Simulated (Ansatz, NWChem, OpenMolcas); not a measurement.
# KI (Potassium Iodide): methods side by side

KI: 2 atoms, total charge 0, spin state singlet. As SMILES, `[K][I]`. Geometry: the measured bond length.

| atom | x (Å) | y (Å) | z (Å) |
| --- | --- | --- | --- |
| K | 0.0000 | 0.0000 | 0.0000 |
| I | 0.0000 | 0.0000 | 3.0478 |

Quantity: the HOMO–LUMO gap, in eV. The values are calculated.

```
                                 level                    kind     program  value (eV)  CPU time
       HF/def2-TZVPPD (core potential)            Hartree–Fock      Ansatz        7.37       3 s
      PBE/def2-TZVPPD (core potential)                     GGA  OpenMolcas        2.49      16 s
     TPSS/def2-TZVPPD (core potential)                meta-GGA      NWChem        2.65      22 s
     PBE0/def2-TZVPPD (core potential)           global hybrid  OpenMolcas        4.00      16 s
CAM-B3LYP/def2-TZVPPD (core potential)  range-separated hybrid      Ansatz        5.58      10 s
    wB97X/def2-TZVPPD (core potential)  range-separated hybrid      Ansatz        7.41      34 s
   B2PLYP/def2-TZVPPD (core potential)           double hybrid  OpenMolcas        5.19      11 s
 PBE-QIDH/def2-TZVPPD (core potential)           double hybrid      Ansatz        6.31      12 s
```

The values span 2.49 to 7.41 eV. Orbital gaps aren't excitation energies, and those of double hybrids come from the SCF part alone; they tend to grow with the share of exact exchange. Times are those of the runs behind each value, whatever else they computed, on shared processors of several kinds: orders of magnitude only.
